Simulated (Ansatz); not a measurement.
Harmonic frequencies (cm⁻¹) at PBE0-D4/def2-TZVP from Ansatz: 55, 105, 201, 287, 423, 553, 658, 696, 775, 791, 868, 888, 994, 1014, 1068, 1104, 1169, 1518, 1797, 2178, 2179, 3067, 3136, 3292.

Each molecule was computed in one conformer, which needn't be the lowest.

**Question.** Which molecule is it?
A. `F[CH]1C=[CH][GeH2]1`
B. `[F][GeH2][C]1=CC1`
C. `FC1=[CH][GeH2][CH2]1`
D. `BN1C[SiH2]1`

**Answer.** B.
